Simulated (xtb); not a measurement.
C4H10O, singlet, at the geometry of the source list; GFN1-xTB run with xtb.

Here is a job for xtb.
```
$ xtb mol.xyz --gfn 1 --chrg 0 --uhf 0 --json

# file mol.xyz
15

C      2.33990000     0.29140000    -0.07890000
C      0.85370000     0.58230000     0.05270000
O      0.20670000    -0.58960000     0.50070000
C     -1.18120000    -0.45810000     0.70320000
C     -1.99870000    -0.47500000    -0.58790000
H      2.74080000    -0.02680000     0.87880000
H      2.49490000    -0.50500000    -0.80050000
H      2.86400000     1.18340000    -0.41010000
H      0.68380000     1.39660000     0.77700000
H      0.44960000     0.90350000    -0.91850000
H     -1.39240000     0.46320000     1.26820000
H     -1.45480000    -1.31780000     1.32140000
H     -3.05810000    -0.48750000    -0.34760000
H     -1.75520000    -1.36380000    -1.16360000
H     -1.79300000     0.40310000    -1.19500000
```

What the program printed (banner, timings and long lists left out):

```
   ID    Z sym.   atoms
    1    6 C      1, 2, 4, 5
    2    8 O      3
    3    1 H      6-15

           -------------------------------------------------
          |                Calculation Setup                |
           -------------------------------------------------

           -------------------------------------------------
          |                 G F N 1 - x T B                 |
           -------------------------------------------------

          ...................................................
          :                      SETUP                      :
          :.................................................:
          :  # basis functions                  40          :
          :  # atomic orbitals                  40          :
          :  # shells                           30          :
          :  # electrons                        32          :
          :  # halogen bonds                     0          :
          :  max. iterations                   250          :
          :  Hamiltonian                  GFN1-xTB          :
          :  restarted?                      false          :
          :  GBSA solvation                  false          :
          :  PC potential                    false          :
          :  electronic temp.          300.0000000     K    :
          :  accuracy                    1.0000000          :
          :  -> integral cutoff          0.2500000E+02      :
          :  -> integral neglect         0.1000000E-07      :
          :  -> SCF convergence          0.1000000E-05 Eh   :
          :  -> wf. convergence          0.2000000E-04 e    :
          :  Broyden damping             0.4000000          :
          :  net charge                          0          :
          :  unpaired electrons                  0          :
          ...................................................

 iter      E             dE          RMSdq      gap      omega  full diag
   1    -18.7061445 -0.187061E+02  0.743E+00    8.05       0.0  T
   2    -18.7577791 -0.516346E-01  0.447E+00    8.22       1.0  T
   3    -18.7585082 -0.729111E-03  0.824E-01    8.33       1.0  T
   4    -18.7594889 -0.980758E-03  0.878E-02    8.30       1.0  T
   5    -18.7595304 -0.414226E-04  0.276E-02    8.30       1.0  T
   6    -18.7595383 -0.788704E-05  0.498E-03    8.30       5.2  T
   7    -18.7595385 -0.209659E-06  0.436E-04    8.30      59.2  T
   8    -18.7595385 -0.219259E-08  0.175E-04    8.30     147.5  T
[...]
         :: total energy             -18.557895374798 Eh    ::
[...]
     4C     0.20295  0.11919   0.989  2.808  0.000
     5C    -0.11029 -0.26065   1.011  3.099  0.000
     6H     0.04112  0.09565   0.959  0.000  0.000
     7H     0.04091  0.09540   0.959  0.000  0.000
     8H     0.02549  0.07768   0.975  0.000  0.000
     9H     0.00686  0.06857   0.993  0.000  0.000
    10H     0.00742  0.06967   0.993  0.000  0.000
    11H     0.00867  0.07070   0.991  0.000  0.000
    12H     0.02889  0.09293   0.971  0.000  0.000
    13H     0.02944  0.08156   0.971  0.000  0.000
    14H     0.04191  0.09600   0.958  0.000  0.000
    15H     0.03187  0.08553   0.968  0.000  0.000

Wiberg/Mayer (AO) data.
largest (>0.10) Wiberg bond orders for each atom

 ---------------------------------------------------------------------------
     #   Z sym  total        # sym  WBO       # sym  WBO       # sym  WBO
 ---------------------------------------------------------------------------
     1   6 C    3.996 --     2 C    1.013     8 H    0.989     7 H    0.986
                             6 H    0.986
     2   6 C    3.925 --     1 C    1.013    10 H    0.973     9 H    0.972
                             3 O    0.944
     3   8 O    2.014 --     4 C    0.947     2 C    0.944
     4   6 C    3.923 --     5 C    1.006    12 H    0.975    11 H    0.972
                             3 O    0.947
     5   6 C    3.996 --     4 C    1.006    13 H    0.987    14 H    0.986
                            15 H    0.985
     6   1 H    1.005 --     1 C    0.986
     7   1 H    1.006 --     1 C    0.986
     8   1 H    1.005 --     1 C    0.989
     9   1 H    1.013 --     2 C    0.972
    10   1 H    1.015 --     2 C    0.973
    11   1 H    1.009 --     4 C    0.972
    12   1 H    1.019 --     4 C    0.975
    13   1 H    1.004 --     5 C    0.987
    14   1 H    1.005 --     5 C    0.986
    15   1 H    1.006 --     5 C    0.985
 ---------------------------------------------------------------------------

Topologies differ in total number of bonds
Writing topology from bond orders to xtbtopo.mol

 dipole moment from electron density (au)
     X       Y       Z
  -0.3661   0.6554  -0.1495  total (Debye):    1.946

           -------------------------------------------------
          | TOTAL ENERGY              -18.557895374798 Eh   |
          | GRADIENT NORM               0.010182723815 Eh/α |
          | HOMO-LUMO GAP               8.295969319096 eV   |
           -------------------------------------------------

normal termination of xtb
```
